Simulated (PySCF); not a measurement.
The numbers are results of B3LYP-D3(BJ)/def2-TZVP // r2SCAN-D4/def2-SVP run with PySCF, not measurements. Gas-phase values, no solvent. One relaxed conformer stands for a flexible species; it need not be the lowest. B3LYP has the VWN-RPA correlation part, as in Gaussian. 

Reference species: [Ti(Cl)4] (neutral, multiplicity 1).

```
Item                                        Result
----------------------------------------  --------
charge on the central atom (meta-Löwdin)    1.14 e
coordination number                              4
LUMO                                      -3.99 eV
```

After one change: the charge on the central atom (meta-Löwdin) increases by 0.05 e; the coordination number hardly moves; the LUMO increases by 0.56 eV.

Which change was made? The new species is one of these.
A. [Ti(Cl)(NH2)3]
B. [Ti(Cl)2(NH2)2]
C. [Ti(NH2)4]
D. [Ti(Cl)3(NH2)]

D, [Ti(Cl)3(NH2)]
